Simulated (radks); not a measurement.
Neutral chlorine inside a hard spherical wall (all orbitals vanish at R), configuration held at [Ne] 3s2 3p5 and not refilled when levels cross. All-electron calculation, non-relativistic Kohn-Sham, PBE, spin-unpolarised, spherical densities, point nucleus. Program: a radial shooting solver on a logarithmic mesh with Libxc functionals. Eigenvalues in eV, with the zero of energy where the potential of the charges vanishes at infinity; a dash marks a level that is unbound or too diffuse for the functional's potential to be trusted. A positive occupied level is held by the wall or, in an anion where self-interaction has pushed it up, behind a barrier. The pressure on the wall is -dE/dV.

| R (bohr) | E (hartree) | kinetic (hartree) | e(2s) | e(2p) | e(3s) | e(3p) | e(4s, empty) | e(4p, empty) | pressure (GPa) |
|---|---|---|---|---|---|---|---|---|---|
| free | -459.96259 | 459.399 | -250.98 | -191.57 | -20.529 | -8.610 | - | - | 0 |
| 12 | -459.96259 | 459.399 | -250.98 | -191.57 | -20.529 | -8.609 | -0.145 | 1.146 | < 0.0001 |
| 10 | -459.96258 | 459.399 | -250.98 | -191.57 | -20.528 | -8.608 | 0.125 | 1.748 | 0.000370 |
| 6 | -459.95670 | 459.448 | -250.64 | -191.23 | -20.277 | -8.355 | 3.794 | 7.485 | 0.612 |
| 4 | -459.80601 | 460.306 | -246.85 | -187.40 | -17.686 | -5.487 | 18.829 | 25.987 | 39.3 |
| 3.5 | -459.58736 | 461.347 | -243.27 | -183.77 | -15.238 | -2.673 | 30.479 | 38.976 | 128 |
| 2.5 | -457.52016 | 469.031 | -224.08 | -164.21 | 0.133 | 14.893 | 94.143 | 104.86 | 1820 |
